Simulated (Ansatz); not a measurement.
SbH2Me (CH₅Sb). The state is a singlet with charge 0. Geometry relaxed at PBE0-D4/def2-TZVP.

```xyz
7

Sb   -0.3544    1.2289    0.5598
H    -1.0232    1.5504   -0.9820
H    -1.7762    0.4108    1.0466
C     0.6528   -0.5739   -0.0803
H     1.5196   -0.2955   -0.6795
H    -0.0121   -1.2046   -0.6661
H     0.9935   -1.1162    0.8016
```

In the def2 sets Sb takes a core potential; there is no spin–orbit coupling.

Problem. Estimate the harmonic wavenumbers at RKS PBE0-D4/def2-TZVP (Ansatz, unscaled). Is this a minimum?

Solution. 151, 515, 552, 578, 834, 837, 856, 1234, 1456, 1458, 1952, 1957, 3073, 3166, 3185 cm⁻¹. Yes, no mode is imaginary beyond noise. Zero-point energy 130.4 kJ/mol. Run time 27 s (4 threads of Arm Neoverse V1 on a shared host).
